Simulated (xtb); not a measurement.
Yb, singlet (GFN-xTB shapes and energies of metal compounds can be far from the true ones). Base run: GFN2-xTB run with xtb.

Geometry (Å):
```xyz
1

Yb     0.0000     0.0000     0.0000
```
Charge 0, spin multiplicity 1.
All else is at xtb's defaults.
Base energy -0.82583 Eh.

Variants of this job, named by their change:

| change | ΔE vs base (mEh) | G_solv (kcal/mol) | SCF cycles |
|---|---|---|---|
| base | 0.000 | - | 39 |
| etemp = 5000 | -46.531 | - | 19 |
| etemp = 1000 | -5.547 | - | 19 |
| file = coord | 0.000 | - | 39 |
| alpb = dmf | 6.009 | 3.77 | 39 |
| gbsa = chcl3 | 4.107 | 2.58 | 42 |
| acc = 30 | 0.000 | - | 26 |
| acc = 1000 | 0.000 | - | 12 |

ALPB and GBSA are two models with their own fitted parameters for each solvent, which aren't always the measured dielectric constant.
